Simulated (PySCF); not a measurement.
3-fluorothiophene (C4H3FS), SMILES c1c(csc1)F. Atoms are numbered in the order given.

```xyz
9

F     -0.2359     2.3320     0.0000
C     -0.0572     1.0087     0.0000
C      1.2426     0.4217     0.0000
C      1.1690    -0.9473     0.0000
S     -0.4676    -1.5108     0.0000
C     -1.0874     0.1056     0.0000
H      2.1658     1.0010     0.0000
H      1.9907    -1.6614     0.0000
H     -2.1548     0.3135     0.0000
```

Geometry optimised at B3LYP-D3(BJ)/def2-SVP.

Level of theory: PBE0/pcSseg-1 (PySCF).

GIAO shieldings, no solvent; atoms alike by connectivity are averaged. δ = σ(ref) − σ: ¹⁹F against CFCl3 (σ = 167.2 ppm); ¹³C against TMS (σ = 186.3 ppm); ³³S against H2S (σ = 716.7 ppm); ¹H against TMS (σ = 31.56 ppm), references at their B3LYP-D3(BJ)/def2-TZVP geometries, non-relativistic.

| atoms | nucleus | count | δ (ppm) |
|---|---|---|---|
| F1 | ¹⁹F | 1 | -139.3 |
| C2 | ¹³C | 1 | 169.4 |
| C4 | ¹³C | 1 | 136.6 |
| C3 | ¹³C | 1 | [?] |
| C6 | ¹³C | 1 | [?] |
| S5 | ³³S | 1 | 407.5 |
| H8 | ¹H | 1 | [?] |
| H7 | ¹H | 1 | 7.24 |
| H9 | ¹H | 1 | [?] |

Task: What belongs in the gaps? (Estimate from the structure and the level; the computed values follow.)

Result: 
- C6, δ (ppm): 114.9
- C3, δ (ppm): 125.4
- H9, δ (ppm): 6.96
- H8, δ (ppm): 7.39
